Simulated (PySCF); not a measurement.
# Computed vibrations of [Yb(SH)2]+

[Yb(SH)2]+ (singlet in the valence; each metal's 4f electrons, 13 of them, lie in its core potential, out of spins and levels). PySCF 2.14.0, RKS PBE0, Yb lcecp-1-SVP with ECP59, S def2-SVP, H def2-SVP; non-relativistic Hamiltonian with scalar-relativistic core potentials where named; density fitting; no spin-orbit coupling. Central differences of gradients.

```xyz
5

Yb    0.0000    0.0000   -0.4234
S     1.8618   -0.0696    1.1449
H     2.8420   -0.2430    0.2192
S    -1.8618    0.0696    1.1449
H    -2.8420    0.2430    0.2192
```

Run from Python with OMP_NUM_THREADS=2. Where DIIS fails, smearing, a level shift and second-order steps follow.
It took 29 s on 2 threads of Arm Neoverse V1, on a shared host.

(1) What are the harmonic wavenumbers and infrared intensities?

(2) Is this a minimum?

An lcecp potential fixes the number of 4f electrons, so in runs with it no electron can move into or out of that shell.

Results:

(1) Modes are labelled in C2; negative numbers are unstable modes, those under 60 cm⁻¹ near the noise; a finer grid moves soft modes by up to 10 cm⁻¹.
```tsv
cm⁻¹	km/mol	symmetry
76	0.3	a
107	0.6	a
203	62.8	b
344	6.6	a
357	28.0	b
412	65.5	b
436	2.4	a
2660	0.2	a
2660	35.8	b
```

(2) Yes. Ideal gas at 298.15 K and 1 bar: S = 349.1 J/(mol K), Cp = 82.3 J/(mol K), H − H(0 K) = 18.7 kJ/mol (rigid rotor, harmonic modes, spin degeneracy alone, that of the 4f electrons in the core included).
